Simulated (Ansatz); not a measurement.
`[CH3][AlH][SH]` + `[CH3][GeH3]` → `[CH3][AlH][CH2][GeH3]` + H₂S  (formal exchange of groups at the Al–S bond)

Computed with Ansatz on PBE0-D4/def2-TZVP structures; ΔE is electronic, products minus reactants. CBS: MP2 limit from def2 TZ/QZ plus the TZ coupled-cluster correction, frozen cores. This one scheme is used for every species. DFT in def2-TZVPP. B3LYP here is the variant with VWN-RPA as its local correlation; programs differ in this. For Ge outer-core shells are correlated without core-valence functions, which leaves a few kJ/mol of doubt a bond. Scalar relativity is left out up to krypton. One conformer a species, not always the lowest.

`[CH3][AlH][SH]`:

```xyz
8

C    -0.378   -1.228    0.469
Al    0.128    0.372   -0.512
S     0.618    2.174    0.629
H    -1.386   -1.552    0.189
H    -0.362   -1.078    1.551
H     0.295   -2.058    0.232
H     0.212    0.464   -2.091
H     0.873    2.907   -0.467
```

`[CH3][GeH3]`:

```xyz
8

C    -0.430    0.650   -0.683
Ge    0.381   -0.575    0.604
H    -1.011    1.413   -0.164
H     0.342    1.142   -1.275
H    -1.092    0.106   -1.357
H     1.312    0.191    1.561
H     1.206   -1.651   -0.124
H    -0.707   -1.275    1.438
```

`[CH3][AlH][CH2][GeH3]`:

Cartesian coordinates in Å:
```
C 2.083 0.984 -0.332
Al 0.208 1.255 0.136
C -0.833 -0.167 0.969
Ge -1.474 -1.489 -0.325
H 2.712 1.789 0.064
H 2.483 0.033 0.028
H 2.211 1.007 -1.420
H -0.510 2.633 -0.212
H -1.713 0.230 1.485
H -0.230 -0.719 1.698
H -0.279 -2.181 -1.010
H -2.345 -2.570 0.343
H -2.313 -0.804 -1.423
```

H₂S:

Z-matrix (Å, degrees):
```
S
H 1 1.341
H 1 1.341 2 92.3
```

| level | ΔE (kJ/mol) |
| --- | --- |
| r2SCAN-D4 | 119.5 |
| B3LYP-D4 | 116.3 |
| ωB97X-V | 116.1 |
| ωB97M-V | 114.9 |
| r2SCAN | 120.6 |
| CCSD/def2-TZVPP | 114.5 |
| HF/def2-QZVPP | 124.4 |
| MP2/def2-QZVPP | 116.0 |

Q: What does CCSD(T)/CBS give? (Best estimate.)

A: Ansatz gave: +114.3 kJ/mol. The listed levels differ from it by 5.2, 2.0, 1.8, 0.6, 6.3, 0.2, 10.1, 1.7 kJ/mol.

Largest T1 diagnostic among the species: 0.011.

The D4 term adds −4.2 kJ/mol with B3LYP and −2.6 kJ/mol with PBE0; it sums over pairs of atoms, weighted by their polarisabilities, and B3LYP, whose exchange is more repulsive, gets the larger term. In def2-TZVPP, CCSD(T) changes the Hartree–Fock value by −11.5 kJ/mol (the triples alone add −0.8 kJ/mol) and MP2 by −9.2 kJ/mol.
